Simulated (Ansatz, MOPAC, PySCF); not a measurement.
Pair of molecules: H3ISi (SMILES [SiH3]I) (first 5 atoms) with CH4 (SMILES C); geometry from B3LYP-D3(BJ)/def2-TZVP, rigid monomers moved along the line of their centres of mass till Si1···C6 is 4.34 Å.
(charge 0, multiplicity 1):
```xyz
10

Si     0.2033    -1.3741     1.3372
I     -0.5415     0.9101     0.8106
H      0.3638    -2.1087     0.0670
H     -0.8227    -2.0156     2.1806
H      1.4899    -1.2905     2.0536
C      0.0640    -0.2564     5.5325
H     -0.7936    -0.9121     5.3883
H      0.9834    -0.8340     5.4442
H      0.0513     0.5276     4.7769
H      0.0133     0.1931     6.5231
```

Counterpoise-corrected where a basis set is named; no monomer relaxation.

The state that AM1, PM6 reach isn't checked.

Run with Ansatz (Gaussian basis) for Hartree–Fock, density functionals and correlated methods; MOPAC for AM1, PM6 (differences of heats of formation); PySCF for the dispersion terms.  In def2 rows elements past Kr take small-core potentials, without spin–orbit coupling.

Problem. One of these levels gives -4.4 kJ/mol for the interaction energy. Which one is it?
A. PM6
B. AM1
C. PBE0-D3(BJ)/def2-TZVPPD

Solution. C, PBE0-D3(BJ)/def2-TZVPPD. The others give 0.4 (AM1), -1.2 (PM6)

Ansatz is a program for electronic structure.
